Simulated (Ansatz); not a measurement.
Consider the ligand exchange at the Si–N bond: `CN([SiH3])[SiH](O)O` + `[OH][In]([SH])[Br]` → `[SiH3][O][In]([SH])[Br]` + `CN[SiH](O)O`.

Isolated molecules relaxed with PBE0-D4/def2-TZVP in Ansatz; ΔE leaves out vibrations. CBS: MP2 limit from def2 TZ/QZ plus the TZ coupled-cluster correction, frozen cores. DFT in def2-TZVPP. B3LYP here is the variant with VWN-RPA as its local correlation; programs differ in this. def2 core potentials past Kr. For Br, In outer-core shells are correlated without core-valence functions, which leaves a few kJ/mol of doubt a bond. Scalar relativity is left out up to krypton. One conformer a species, not always the lowest.

| level | ΔE (kJ/mol) | difference from CCSD(T)/CBS |
| --- | --- | --- |
| PBE-D4 | -40.6 | 12.4 |
| r2SCAN-D4 | -49.4 | 3.6 |
| PBE0-D4 | -46.5 | 6.5 |
| B3LYP-D4 | -51.1 | 1.9 |
| ωB97X-V | -51.7 | 1.3 |
| ωB97M-V | -49.7 | 3.3 |
| B2PLYP | -55.8 | -2.8 |
| PBE | -44.8 | 8.2 |
| r2SCAN | -50.4 | 2.6 |
| PBE0 | -50.0 | 3.0 |
| B3LYP | -57.8 | -4.8 |
| HF/def2-TZVPP | -75.3 | -22.3 |
| MP2/def2-TZVPP | -50.9 | 2.1 |
| SCS-MP2/def2-TZVPP | -55.5 | -2.5 |
| CCSD/def2-TZVPP | -55.8 | -2.8 |
| CCSD(T)/def2-TZVPP | -52.0 | 1.0 |
| HF/def2-QZVPP | -76.5 | -23.5 |
| MP2/def2-QZVPP | -51.9 | 1.1 |
| SCS-MP2/def2-QZVPP | -56.5 | -3.5 |
| HF/CBS(def2) | -76.7 | -23.7 |
| MP2/CBS(def2) | -52.0 | 1.0 |
| CCSD/CBS(def2) | -56.9 | -3.9 |
| CCSD(T)/CBS | -53.0 | 0 |

Largest T1 diagnostic among the species: 0.013.

From PBE to PBE0 (25 % exact exchange), in def2-TZVPP and without D4, ΔE moves by −5.2 kJ/mol. The D4 term adds +6.7 kJ/mol with B3LYP and +3.5 kJ/mol with PBE0; it sums over pairs of atoms, weighted by their polarisabilities, and B3LYP, whose exchange is more repulsive, gets the larger term.
